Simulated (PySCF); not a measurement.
C3H7F2Si2 (doublet state).
Cartesian coordinates in Å at the GFN2-xTB level; atoms count from 1:
```
atom  x, y, z in Å
C1     0.2982    2.1890   -0.3346
C2     0.6239    0.9057    0.0358
Si3    0.1657   -0.6167   -1.0146
Si4   -1.5037   -1.8241    0.0430
C5     1.2785    0.6562    1.2073
F6     1.6825    1.5612    2.1021
F7     1.6138   -0.5684    1.6256
H8     0.5459    3.0394    0.2773
H9    -0.2103    2.3735   -1.2611
H10   -0.2101   -0.0418   -2.3138
H11    1.4203   -1.3485   -1.2310
H12   -1.1056   -2.3111    1.3652
H13   -1.8813   -2.9924   -0.7569
H14   -2.7183   -1.0226    0.2334
```

The hyperfine couplings belong to this conformer and change with its torsions.

As a line formula: `C=C([SiH2][SiH3])[C](F)F` [radical].

Computed with UKS B3LYP, pcH-1 on C F H Si, non-relativistic, mean-field spin-orbit, GIAO (PySCF). Geometry: GFN2-xTB, one conformer, isolated molecule. Couplings are sensitive to structure, and on GFN2-xTB geometries they can be far from those on DFT ones. The SCF solution wasn't tested for stability. ⟨S²⟩ is 0.775 where a pure state has 0.75.

Question: The isotropic 13C couplings are +70.0, +57.0, -48.6 MHz. Assign them to C1; C2; C5.

Answer: 
```tsv
site	a_iso (MHz)	ρ(0) (bohr⁻³)	position	distance from C1 (Å)	spin population	largest |T| (MHz)
C1	+57.0	+0.0508	largest spin population	0.00	+0.72	106.5
C2	-48.6	-0.0432	1 bond from C5	1.37	-0.24	25.3
C5	+70.0	+0.0622	a main spin site	2.38	+0.51	111.8
```

Question: Match the computed a_iso(29Si) values +7.0, -5.9 MHz with the sites Si3; Si4.

Answer: 
```
site  a_iso (MHz)  ρ(0) (bohr⁻³)         position  distance from C1 (Å)  spin population  largest |T| (MHz)
 Si3         -5.9        +0.0067  2 bonds from C5                  2.89            +0.01                1.1
 Si4         +7.0        -0.0079  3 bonds from C5                  4.42             0.00                1.2
```

Question: Match the computed a_iso(19F) values +90.9, +85.1 MHz with the sites F6; F7.

Answer: 
```csv
site,a_iso (MHz),ρ(0) (bohr⁻³),position,distance from C1 (Å),bound to,spin population there,largest |T| (MHz)
F6,+85.1,+0.0201,1 bond from C5,2.87,C5,+0.51,249.4
F7,+90.9,+0.0215,1 bond from C5,3.63,C5,+0.51,287.0
```

ρ(0) is the spin density at the nucleus and T the dipolar tensor; a_iso includes a spin–orbit part; entries for several nuclei are means. Largest spin populations (Mulliken): C1 (+0.72), C5 (+0.51) and C2 (-0.24). The positive populations add up to 1.31 and the negative ones to -0.31, together 2S = 1. The angles at C1 add up to 360.0°, so it is planar; its axial dipolar tensor and the negative couplings of its protons fit spin in a p orbital normal to that plane. Main spin sites, with 60 % or more of the largest population: C1, C5; positions count bonds from the nearest.

Means are taken over nuclei equivalent by connectivity, which assumes that they swap fast. F6 and F7 aren't averaged: C5 is flat or nearly so (angle sum 360°), and its turn about the short C5–C2 bond (1.36 Å) is taken as slow. The 1H value of -4.5 MHz is a mean of couplings from -7.5 to -1.5 MHz in this one geometry, not an average over conformers.

C5, the radical centre as drawn in `C=C([SiH2][SiH3])[C](F)F`, holds a spin population of +0.51 out of 1.
